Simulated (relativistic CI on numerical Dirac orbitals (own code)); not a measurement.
# One change at a time: Au V

Base calculation: Dirac-Coulomb-Breit CI, separate exchange-only KLI orbitals for each configuration, model QED, valence Slater integrals scaled by 0.85, P86 correlation energy added to each configuration.

Configurations in the expansion (outside the closed core [Kr] 4d10 4f14): 5s²5p⁶5d⁷, 5s²5p⁶5d⁶6s, 5s²5p⁶5d⁶5f, 5s²5p⁶5d⁶6p, 5s²5p⁶5d⁶5g, 5s²5p⁶5d⁶7s, 5s²5p⁶5d⁶6d, 5s²5p⁶5d⁵6s6p, 5s²5p⁵5d⁸, 5s²5p⁶5d⁶7p, 5s²5p⁶5d⁶7d, 5s²5p⁶5d⁶8s, 5s²5p⁶5d⁶6f, 5s²5p⁶5d⁶8p, 5s²5p⁶5d⁶8d, 5s²5p⁶5d⁵5f6s, 5s²5p⁶5d⁵6p6d, 5s5p⁶5d⁸, 5s²5p⁶5d⁵6s², 5s²5p⁶5d⁴5f6s², 5s²5p⁶5d⁴6s²6p, 5s²5p⁶5d⁴5g6s², 5s²5p⁶5d⁴6s²7s, 5s²5p⁶5d⁴6s²6d. Double excitations out of closed p, d and f shells are left out; levels of such configurations are missing from the list, as are those of other unlisted configurations, and high levels can miss mixing partners.

Variants: (1) no correlation estimate; (2) valence Slater integrals scaled by 0.75; (3) non-relativistic limit; (4) only the first configuration. Shifts of the energy above 5s²5p⁶5d⁷ ⁴F9/2, in cm⁻¹, for the lowest level and the first level of each name with at least 55 % of one term (blank where a level changes its place among those of its configuration and J or its character, or is not in the variant):

| Level | Base | Δ(1) | Δ(2) | Δ(3) | Δ(4) |
| --- | --- | --- | --- | --- | --- |
| 5s²5p⁶5d⁷ ⁴F9/2 | 0.0 | 0.0 | 0.0 | 0.0 | 0.0 |
| 5s²5p⁶5d⁷ ⁴F7/2 | 11206.5 | -4.4 | +191.0 | -11206.5 | +100.4 |
| 5s²5p⁶5d⁷ ⁴P5/2 | 19678.1 | -37.9 | -728.4 | -7485.1 | +876.4 |
| 5s²5p⁶5d⁷ ²G9/2 | 20703.9 | -2.8 | -1139.0 | -7033.5 | +93.8 |
| 5s²5p⁶5d⁷ ⁴P1/2 | 23236.1 | -31.4 | -1173.9 | -11043.1 | +1072.5 |
| 5s²5p⁶5d⁷ ²H11/2 | 27515.5 | +2.4 | -1818.3 | -9403.0 | -170.0 |
| 5s²5p⁶5d⁷ ²G7/2 | 28350.7 | -21.1 | -1449.9 | -14680.3 | +538.9 |
| 5s²5p⁶5d⁷ ²D5/2 | 33183.1 | -31.1 | -1214.8 | -13888.7 | +894.5 |
| 5s²5p⁶5d⁷ ²F5/2 | 37545.5 | -48.0 | -3016.7 | -7613.4 | +1249.7 |
| 5s²5p⁶5d⁷ ²P1/2 | 38062.7 | -29.9 | -1343.0 | -21375.3 | +1236.0 |
| 5s²5p⁶5d⁷ ²H9/2 | 39363.0 | -7.9 | -1608.9 | -21250.5 | +115.5 |
| 5s²5p⁶5d⁷ ²F7/2 | 45436.6 | -48.6 | -2631.5 | -15504.5 | +1190.2 |
| 5s²5p⁶5d⁷ ²D3/2 | 45716.2 | -59.4 | -2452.6 | -26421.8 | +1579.9 |
| 5s²5p⁶5d⁶6s ⁶D9/2 | 84177.2 | -4078.7 | +1680.3 | +49651.3 |  |

At this charge configurations can still be misplaced by up to about 7 % of their energy. Levels and lines within the n = 5 or 6 shells can be off by up to 10 % or somewhat more, and those that change n by about 2 %, since core polarisation is missing.

Ionisation energy from the two ground configurations alone: base 61.21 eV; no correlation estimate 59.79 eV; valence Slater integrals scaled by 0.75 61.31 eV. The NIST ASD value (theoretical) is 60 eV. The gap of more than 2 % comes from missing correlation, or from a tabulated value that is itself an estimate.

LS names give the leading component of a level, which can be under half, so a name can repeat, a term be missing and a line seem to break the LS rules.
